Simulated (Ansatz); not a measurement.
**Worked example: a bond strength in MoCl2O2 (molybdenum dichloride dioxide)**

The species is MoCl2O2 (5 atoms), meant as a singlet with charge 0. SMILES: `O=[Mo](=O)(Cl)Cl`. The shape was relaxed beforehand at r2SCAN/def2-SVP.

```xyz
5

O     0.1630   -0.1967    1.7206
Mo    0.0659   -0.0597    0.0538
O     1.2348   -1.0819   -0.5749
Cl   -1.9787   -0.7328   -0.6413
Cl    0.5150    2.0711   -0.5582
```

Wanted: the dissociation energy of the Cl5–Mo2 bond into doublet Cl and doublet MoClO2 (shapes relaxed at r2SCAN/def2-SVP, no zero-point term). 1 Eh = 2625.50 kJ/mol = 27.2114 eV. Totals in Eh; open shells run unrestricted unless said.

| level | program | MoCl2O2 | doublet Cl | doublet MoClO2 |
| --- | --- | --- | --- | --- |
| PBE/def2-SVP (core potential) | Ansatz | -1138.369682 | -459.797020 | -678.404231 |
| PBE0-D4/def2-SVP (core potential) | Ansatz | -1138.359446 | -459.838528 | -678.362210 |
| wB97M-V/def2-SVP (core potential) | Ansatz | -1138.642148 | -459.967660 | -678.518855 |

Work out the dissociation energy at each level.


1. PBE/def2-SVP (core potential): (-459.797020) + (-678.404231) − (-1138.369682) = 0.168431 Eh = 442.2 kJ/mol = 4.58 eV.
2. PBE0-D4/def2-SVP (core potential): (-459.838528) + (-678.362210) − (-1138.359446) = 0.158708 Eh = 416.7 kJ/mol = 4.32 eV.
3. wB97M-V/def2-SVP (core potential): (-459.967660) + (-678.518855) − (-1138.642148) = 0.155633 Eh = 408.6 kJ/mol = 4.23 eV.

The levels span 409 to 442 kJ/mol; no measured value is set beside them. A bond enthalpy at 298 K also holds the loss of zero-point energy and thermal terms.
